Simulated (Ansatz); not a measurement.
Abridged output of a molecular run in Ansatz:

```
Functional definition: HF
1104 factors; integrals over basis functions are off by at most 1.2e-3 eV
mean field evaluation 1: about -20374.5922 eV, gradient 3.9e1 eV
mean field evaluation 2: about -20374.5951 eV, gradient 3.9e1 eV
mean field evaluation 4: about -20378.1992 eV, gradient 3.6e0 eV
mean field evaluation 8: about -20378.2484 eV, gradient 4.7e-4 eV
mean field -20378.24837062 eV, -748.8868147474 hartree, gradient 2.5e-6 eV, S^2 0.000000; 0 other end points of the search recorded, 0 dependent functions left out
13 core orbitals not correlated: weight in the atoms' cores, before any rotation towards them, 1.000 or more for the frozen orbitals, at most 0.000 for the correlated occupied ones
reference -20378.24837062 eV, -748.8868147474 hartree; 15, 15 occupied and 85, 85 virtual orbitals, 1104 factors
second order -18.16360707 eV of doubles, -0.00000000 eV of singles
cycle   1  -18.96896796 eV  change   -8.1e-1 eV  update   1.1e-1
cycle   2  -19.57773495 eV  change   -6.1e-1 eV  update   3.3e-2
cycle   3  -19.71237265 eV  change   -1.3e-1 eV  update   1.6e-2
cycle   4  -19.70486883 eV  change    7.5e-3 eV  update   4.1e-3
cycle   5  -19.70581607 eV  change   -9.5e-4 eV  update   1.6e-3
cycle   6  -19.70603997 eV  change   -2.2e-4 eV  update   4.3e-4
cycle   7  -19.70586663 eV  change    1.7e-4 eV  update   1.5e-4
cycle   8  -19.70585864 eV  change    8.0e-6 eV  update   5.6e-5
cycle   9  -19.70586971 eV  change   -1.1e-5 eV  update   2.2e-5
perturbative correction -0.55184356 eV, -0.0202798769 hartree
Total energy: -20398.50608389 eV, -749.6312719790 hartree
```

Its atoms:

```xyz
12

C    -0.356   -0.218   -2.326
N     0.160    0.840   -1.886
Si    0.714    1.131   -0.277
O     0.524   -0.152    0.721
Si   -0.299   -0.823    1.963
H    -0.671   -0.286   -3.374
H    -0.523   -1.121   -1.720
H     2.158    1.444   -0.366
H    -0.058    2.284    0.246
H    -0.982   -2.052    1.485
H     0.648   -1.177    3.049
H    -1.314    0.131    2.486
```

Which basis set was used?
A. def2-TZVPP
B. cc-pV(T+d)Z
C. def2-TZVPPD
D. def2-SVP

D. It gives 113 functions.

Write the keys of the input that set method, charge and spin (a neutral closed shell needs none for the last two).


```yaml
correlation: {method: ccsd_t}
```
